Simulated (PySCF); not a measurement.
Computed with PBE0-D4/def2-TZVP run with PySCF. Isolated molecules, 0 K electronic values unless said otherwise. One relaxed conformer stands for a flexible species; it need not be the lowest. Excitations are Tamm–Dancoff values on a coarser integration grid. The basis has no diffuse functions, so Rydberg states are missing or too high.

Reference species (SMILES): `C[SiH2][SiH2]N` (neutral, multiplicity 1).

```yaml
S1–T1 gap (TDA): 0.49 eV
S1 oscillator strength: 0.005
HOMO–LUMO gap: 7.22 eV
```

Changed species: `C[SiH2]N[SiH3]` (C–Si–N–Si torsion 75°).

Question: Give the shifts of the S1–T1 gap (TDA), S1 oscillator strength and HOMO–LUMO gap.

Answer: the S1–T1 gap (TDA) falls by 0.13 eV, to 0.36 eV; the S1 oscillator strength hardly moves; the HOMO–LUMO gap increases by 0.32 eV, to 7.54 eV.
